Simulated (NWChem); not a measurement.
# C₃H₇O, doublet; SMILES CC(C)[O]

All runs: NWChem. Pople sets run with spherical d functions. Spin-unrestricted. In the optimisation the excess spin sits in a' (Cs, its own frame). All runs use the structure optimised with PBE0/def2-SVP, spin-unrestricted. No stability test was run on the SCF state. Solvent water, SMD (1 M gas to 1 M solution), gas-phase geometry. Reactions with the solvent are ignored.

```tsv
level	basis functions	solvation free energy (kcal/mol)	cavity-dispersion-structure term (kcal/mol)	dipole in solution (D)
PBE0/STO-3G	27	0.2	2.6	1.48
PBE0/3-21G	50	-2.4	2.6	2.60
PBE0/6-31G*	70	-2.3	2.6	…
PBE0/6-31+G*	86	-3.1	2.6	3.17
PBE0/6-311G**	114	-2.5	2.6	2.82
PBE0/6-311++G**	137	-3.1	2.6	3.18
```

Task: Fill in the missing entries.

Result: 
- PBE0/6-31G*, dipole in solution (D): 2.72
